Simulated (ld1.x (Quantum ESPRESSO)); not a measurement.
## Ranking TM potentials for sulfur (S)

All share these settings but for the change named:

```json
{
 "Element": "S",
 "Generator": "ld1.x (Quantum ESPRESSO) 7.5",
 "Type": "norm-conserving Troullier–Martins (Kleinman–Bylander form)",
 "Functional": "LDA (PZ)",
 "Relativity": "scalar-relativistic",
 "Frozen core": "[Ne]",
 "Valence charge": "6",
 "Reference configuration": "3s2 3p4",
 "Partial waves": "3p (bound): rc 1.45 bohr; 3s (bound): rc 1.15 bohr",
 "Local potential": "the s channel",
 "Core correction": "a·sin(br)/r model core inside 1.05 bohr"
}
```

Test errors are all-electron minus pseudo excitation energies from the reference, over 3s2 3p3; 3s2 3p2; 3s2 3p1; 3s2 3p3.5; 3s1 3p5; 3s2 3p4.3; 3s2 3p0. None of these files shows a bound ghost.

The base gives 249.3 meV.

Of 10 variants that were run, those that failed, showed a ghost or another fault, or gave nearly equal values are left out.

A variant can come out equal or close to the base, since the largest error may sit in a test that the change hardly touches while other tests move.

**Question.** Rank these variants by their largest absolute test error, smallest first.
A. non-relativistic
B. wave 3s (bound): rc 1.15 bohr becomes 3s (bound): rc 0.88 bohr
C. wave 3p (bound): rc 1.45 bohr becomes 3p (bound): rc 1.04 bohr
D. core correction a·sin(br)/r model core inside 0.44 bohr
E. wave 3s (bound): rc 1.15 bohr becomes 3s (bound): rc 1.72 bohr

**Answer.** C (164.5 meV), D (225.9 meV), A (258.6 meV), E (295.6 meV), B (567.3 meV).
